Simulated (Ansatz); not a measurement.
Gas-phase electronic energies from Ansatz, PBE0-D4/def2-TZVP geometries. CBS: MP2 limit from def2 TZ/QZ plus the TZ coupled-cluster correction, frozen cores. DFT in def2-TZVPP. B3LYP here is the variant with VWN-RPA as its local correlation; programs differ in this. Each species was taken in one conformer, which may not be the lowest.

`C[Si](C)([SiH3])Cl` + `N#COCN` → `C[Si](C)(Cl)C#N` + `NCO[SiH3]`  (formal exchange of groups at the Si–Si bond)

(1) Is it downhill or uphill in electronic energy at CCSD(T)/CBS, and by how much? (An estimate is asked.)

(2) What do these levels give: B3LYP-D4, ωB97M-V, PBE0, CCSD/def2-TZVPP, HF/def2-QZVPP, MP2/CBS(def2)? (An estimate is asked.)

Largest T1 diagnostic among the species: 0.014.

## Answers

(1) Ansatz gave: Downhill: ΔE = -204.7 kJ/mol.

(2) The calculation gave: B3LYP-D4 -184.8, ωB97M-V -199.5, PBE0 -168.1, CCSD/def2-TZVPP -206.5, HF/def2-QZVPP -220.1, MP2/CBS(def2) -215.7 kJ/mol.

In def2-TZVPP, CCSD(T) changes the Hartree–Fock value by +16.2 kJ/mol (the triples alone add +4.9 kJ/mol) and MP2 by +5.1 kJ/mol. From PBE to PBE0 (25 % exact exchange), in def2-TZVPP and without D4, ΔE moves by −13.8 kJ/mol.
